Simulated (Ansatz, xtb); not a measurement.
Two conformers of AlH3O2Zn

Structure a: `[OH][Al]([OH])[ZnH]`, a singlet. Structure b: `[OH][Al]([OH])[ZnH]`, a singlet. Both are isolated molecules in the gas phase, relaxed with B3LYP/6-31G*.

a (Å):

```xyz
7

Al   -1.2822    0.7918    1.4611
O    -2.4160   -0.4962    1.3056
O    -0.0233    1.0403    0.3112
Zn   -1.4614    2.2825    3.3334
H    -2.4237   -1.1435    0.5897
H     0.1278    0.4950   -0.4707
H    -1.5785    3.2557    4.5557
```

b (Å):

```xyz
7

Al    0.0134   -0.0545   -0.2265
O    -0.0351   -0.4933   -1.8954
O     1.5991    0.0644    0.4288
Zn   -1.7773    0.4138    1.3199
H    -0.8686   -0.5916   -2.3713
H     2.3634   -0.1109   -0.1375
H    -2.9173    0.7228    2.3492
```

Energies in hartree; the thermal terms are from B3LYP/6-31G* harmonic frequencies (ideal gas, rigid rotor, one conformer each, 600 K, 1 atm) and include the zero-point energy:

```
                                a            b
E, CCSD(T)/def2-TZVP  −2172.565003  −2172.564958
   zero-point energy      0.032682      0.033034
        H(600 K) − E      0.054377      0.054489
        G(600 K) − E     −0.043327     −0.043815
```

Question: Work out ΔE, ΔE₀, ΔH and ΔG for a → b in kcal/mol (1 Eh = 627.51 kcal/mol) and the equilibrium ratio [b]/[a].

Answer: 1. ΔE = −2172.564958 − (−2172.565003) = +0.000045 Eh = +0.03 kcal/mol.
2. ΔE₀ = ΔE + ΔZPE = +0.000045 + (+0.000352) Eh = +0.25 kcal/mol.
3. ΔH = ΔE + (+0.000112) Eh = +0.10 kcal/mol.
4. ΔG = ΔE + (−0.000488) Eh = −0.28 kcal/mol, so ΔS = (ΔH − ΔG)/T = +2.6 J/(mol K).
5. kT = 1.9001 mEh, so K = [b]/[a] = exp(−ΔG/kT) = exp(+0.23) ≈ 1.3.

The two are too close for this level to say which is favoured. An error of 1 kcal/mol in ΔG would change K by a factor of 2.3. Mirror images and further conformers aren't counted.

Other levels gave ΔE = −0.3 (B3LYP/6-31G*); +0.1 (HF/def2-TZVP); +0.2 (MP2/def2-TZVP) kcal/mol. The correlated steps freeze 12 core orbitals; the last core shell of Zn is correlated, in a basis made for valence electrons. Programs: Ansatz 0.2.0.
